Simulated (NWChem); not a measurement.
Molecule: MgCl, doublet; SMILES [Mg][Cl]

```xyz
2

Mg     0.0000     0.0000    -1.2917
Cl     0.0000     0.0000     0.9188
```
Atoms are numbered in this order, from 1.

Computed with NWChem. Spin-unrestricted. Structure relaxed at the PBE0-D3(BJ)/def2-TZVP, spin-unrestricted level. This spin state was assumed; another may lie lower. No stability test was run on the SCF state. Vzz is the largest principal value of the second derivative of the potential at the nucleus (NWChem prints the opposite sign); η is the asymmetry. Non-relativistic.

### Question
Predict the results for PBE0/def2-TZVP. Quantities: Vzz Mg1 (a.u.); η Mg1; Vzz Cl2 (a.u.); η Cl2.

### Answer
| Quantity | Value |
|---|---|
| Vzz Mg1 (a.u.) | -0.547 |
| η Mg1 | 0.00 |
| Vzz Cl2 (a.u.) | 0.745 |
| η Cl2 | 0.00 |
